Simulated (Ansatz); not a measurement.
C₄H₅Si, charge +2, doublet, geometry from GFN2-xTB of the parent state (a state made from the parent by changing its charge; the spin is typed, not shown lowest); B3LYP/pcseg-1 in Ansatz (a quantum-chemistry and plane-wave program).

Ansatz was given this input:
Ansatz 0.2 input:
```yaml
crystal:
  periodic: [false, false, false]
  atoms:
    - {symbol: C, position_ang: [0.44591387, -1.25163106, -0.25016052]}
    - {symbol: C, position_ang: [-0.85427276, -1.18702227, -0.47642741]}
    - {symbol: C, position_ang: [-1.45041082, 0.13547882, -0.23550690]}
    - {symbol: C, position_ang: [-0.61209766, 1.09308108, 0.17677132]}
    - {symbol: Si, position_ang: [1.14625334, 0.39568132, 0.32014655]}
    - {symbol: H, position_ang: [-1.48154538, -1.99980383, -0.81057598]}
    - {symbol: H, position_ang: [-2.51176486, 0.27248353, -0.39774692]}
    - {symbol: H, position_ang: [-0.94808515, 2.09659071, 0.38137223]}
    - {symbol: H, position_ang: [2.07767975, 0.98642045, -0.63647063]}
    - {symbol: H, position_ang: [1.64137302, 0.36533126, 1.69331065]}
basis:
  gaussian:
    orbitals: pcseg-1.json
hamiltonian:
  xc: b3lyp
total_charge: 2
magnetization: {spin_polarized: true, initial_magnetization: 1}
```
The basis file holds pcseg-1 in the JSON format of the Basis Set Exchange.

Task: Predict the main parts of the log of this Ansatz run.

Result: 
```
Functional definition: B3LYP
1062 factors; integrals over basis functions are off by at most 1.5e-3 eV
mean field evaluation 1: about -12048.2031 eV, gradient 6.9e1 eV
mean field evaluation 2: about -11811.9179 eV, gradient 1.7e2 eV
mean field evaluation 4: about -12046.9057 eV, gradient 6.5e1 eV
mean field evaluation 8: about -12078.2496 eV, gradient 1.2e0 eV
mean field evaluation 16: about -12078.4304 eV, gradient 1.1e-2 eV
mean field evaluation 32: about -12078.4304 eV, gradient 1.6e-5 eV
mean field -12078.43038686 eV, -443.8741296630 hartree, gradient 1.6e-5 eV, S^2 0.768177; 3 other end points of the search recorded, 0 dependent functions left out
reference -12078.43063625 eV, -443.8741388279 hartree; 21, 20 occupied and 78, 79 virtual orbitals, 1062 factors
Total energy: -12078.43063625 eV, -443.8741388279 hartree
```
